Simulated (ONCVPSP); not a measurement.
cerium, ONCV: configuration errors across variants

ONCVPSP 4.0.1 input, shortened (lines: element, Z, core and valence counts, functional; n l f; lmax; l rc ep ncon nbas qcut; lloc lpopt rc5 dvloc0; l nproj debl; icmod fcfact rcfact), LDA (Perdew-Wang 92), scalar-relativistic:

```
  Ce 58.00    9    5  -001012      upf
    1    0    2.00
    2    0    2.00
    2    1    6.00
    3    0    2.00
    3    1    6.00
    3    2   10.00
    4    0    2.00
    4    1    6.00
    4    2   10.00
    4    3    1.00
    5    0    2.00
    5    1    6.00
    5    2    1.00
    6    0    2.00
    3
    0    2.75    0.00    4    7    4.50
    1    2.65    0.00    4    9    6.00
    2    2.90    0.00    4    7    2.90
    3    0.95    0.00    4    9   21.00
    4    1    0.90    1.00
    0    2    1.60
    1    1    1.70
    2    2    2.40
    3    3    2.00
    3    4.50    1.05
```

All-electron excitation energies from the reference (eV): (1) 4f1 5s2 5p6 5d1 6s1 6.265; (2) 4f1 5s2 5p6 5d1 6s0 17.606; (3) 4f1 5s2 5p6 5d0 6s0 36.940.

3 further variants failed, have other tests or another functional or relativity, and are left out.

A true bound ghost makes a file unfit for plane-wave use even where its test errors are small: the radial tests pick states by their node count and pass the ghost by.

Errors AE − PS in meV (a dash: test not solved or not reliable):

```csv
change,(1),(2),(3),bound ghosts,GHOST(+) flags above zero
base,-2.0,-9.3,+11,"s, p, d",none
"core correction Teter function, fcfact 4.8, rcfact 1.05",-2.0,-9.3,+11,"s, p, d",none
"local potential polynomial inside 0.90 bohr (lpopt 1, dvloc0 1.5 Ha)",-2.0,-9.4,+10,"s, p, d",none
f: nproj 2,-2.0,-9.3,+11,"s, p, d",none
d: debl 1,-2.0,-9.2,+11,"s, p, d",none
f: nproj 0; local potential the f channel,-1.8,-7.6,+17,"s, p, d",d
p: rc 3.46,-2.0,-9.2,+12,"s, p, d",none
"core correction Teter function, fcfact 4.5, rcfact 1.34",-2.1,-9.7,+9.8,"s, p, d",none
```

(1) Give the same row for: all radii but the core radius scaled by about 1.33 (s 3.66, p 3.52, d 3.86, f 1.26 bohr); local potential polynomial inside 1.20 bohr (lpopt 1, dvloc0 1 Ha).

## Answers

(1) -3.6, -19, +108; bound ghosts: s; GHOST(+) flags above zero: d.
